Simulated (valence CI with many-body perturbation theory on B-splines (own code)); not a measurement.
Results of a calculation; reference values are marked as such.
**Hyperfine factors and g values of Pt XL**

Level of theory: valence CI with perturbative core correlation (CI+MBPT): three valence electrons over a frozen Dirac-Fock core [Kr], a basis of 7 s, 7 p, 8 d, 6 f, 4 g, 1 h functions for each j, with the one-electron correlation potential Σ1 (screened to all orders), the two-electron term Σ2, the three-electron term Σ3, Breit, model QED; selected single and double excitations, second order for the rest, scaled by the run's own slope (own B-spline code, finite nucleus).

The last digits are not significant, and no measured levels were compared; by estimate large intervals hold to a few tenths of a per cent, small ones and those within an open d or f shell to about a per cent. The list stops below the first excitations out of the core.

A/g_I is the dipole constant over the nuclear g factor μ/I (μ in nuclear magnetons, uniformly magnetised nucleus), B/Q the quadrupole constant per barn. Both hold the static response of the core; the bare values leave it out. Large factors of s and p1/2 electrons are usually good to 5 to 10 %; those of open d and f shells near neutrality can be off by tens of per cent, and small factors of p3/2, d and f electrons come from cancelling terms and can be off by a factor of two or in sign, in half-filled shells by more. B is blank for J = 1/2, where it vanishes, and for nearly pure S terms. Energies count from the lowest level.

Levels are named by their leading jj configuration (3d3/2^4 stands for four electrons in 3d with j = 3/2), which in mixed levels can hold well under half, so a name can repeat and another be missing. Letters in brackets count levels of one name in rising energy.

```tsv
Level	E (cm⁻¹)	g	A/g_I (MHz)	A/g_I bare	B/Q (MHz/b)	B/Q bare
(4d3/2^3) J=3/2	0	0.708	34200	33000	-21100	-20400
(4d3/2^2 4d5/2) J=5/2 [a]	168460	1.055	19000	18900	-11200	-10900
(4d3/2^2 4d5/2) J=3/2	188700	1.189	14900	15100	-4560	-4400
(4d3/2^2 4d5/2) J=7/2	202960	1.048	20600	20400	8130	7810
(4d3/2^2 4d5/2) J=9/2	204970	1.044	21400	21200	24300	23300
(4d3/2^2 4d5/2) J=1/2	206500	1.839	-16600	-14400		
(4d3/2^2 4d5/2) J=5/2 [b]	279470	1.268	11800	12200	35600	34400
(4d3/2 4d5/2^2) J=7/2 [a]	368060	1.115	15400	15400	-2040	-1990
(4d3/2 4d5/2^2) J=9/2	383980	1.137	16000	16000	6850	6530
(4d3/2 4d5/2^2) J=3/2 [a]	398440	1.122	18000	18000	-21500	-20700
(4d3/2 4d5/2^2) J=1/2	408350	1.489	-7110	-5940		
(4d3/2 4d5/2^2) J=5/2 [a]	413520	1.278	5340	5860	27500	26500
(4d3/2 4d5/2^2) J=11/2	416750	1.086	18200	18100	45700	44100
(4d3/2 4d5/2^2) J=5/2 [b]	440950	1.098	19300	19200	-9820	-9480
(4d3/2 4d5/2^2) J=7/2 [b]	444950	1.093	18700	18700	9250	8990
(4d3/2 4d5/2^2) J=3/2 [b]	507650	0.906	29900	29200	28100	27200
(4d5/2^3) J=9/2	582110	1.159	13000	13100	3870	3740
(4d5/2^3) J=3/2	626550	1.118	14300	14300	2910	2790
(4d5/2^3) J=5/2	661280	1.165	13000	13200	3670	3540
```

Task: Take the isotope of mass number 195, with I = 1/2, μ = 0.6073 μN. What is the hyperfine structure of (4d3/2^2 4d5/2) J=7/2?

Result: From the table A = 25100 MHz. Shifts from the centre of gravity in MHz: F = 3: -56500, F = 4: 43900.
